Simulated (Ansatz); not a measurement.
`BN([SiH3])CC` + `O[Si]1(Cl)CO1` → `[SiH3]O[Si]1(Cl)CO1` + `BNCC`  (ligand exchange at the Si–N bond)

Program: Ansatz. Geometries: PBE0-D4/def2-TZVP. ΔE: electronic, gas phase. CBS: MP2 limit from def2 TZ/QZ plus the TZ coupled-cluster correction, frozen cores. DFT in def2-TZVPP. B3LYP here is the variant with VWN-RPA as its local correlation; programs differ in this. Each species was taken in one conformer, which may not be the lowest.

(1) Is it downhill or uphill in electronic energy at CCSD(T)/CBS, and by how much? (Estimate.)

(2) What do these levels give: B3LYP-D4, B2PLYP, MP2/def2-TZVPP, CCSD/def2-TZVPP, CCSD(T)/def2-TZVPP, MP2/CBS(def2)? (Estimate.)

Largest T1 diagnostic among the species: 0.012.

Results:

(1) Ansatz gave: Downhill: ΔE = -67.9 kJ/mol.

(2) Computed: B3LYP-D4 -72.9, B2PLYP -73.8, MP2/def2-TZVPP -64.6, CCSD/def2-TZVPP -70.0, CCSD(T)/def2-TZVPP -66.5, MP2/CBS(def2) -66.0 kJ/mol.

The D4 term adds +5.4 kJ/mol with B3LYP and +2.7 kJ/mol with PBE0; it sums over pairs of atoms, weighted by their polarisabilities, and B3LYP, whose exchange is more repulsive, gets the larger term. In def2-TZVPP, CCSD(T) changes the Hartree–Fock value by +22.1 kJ/mol (the triples alone add +3.5 kJ/mol) and MP2 by +24.0 kJ/mol.
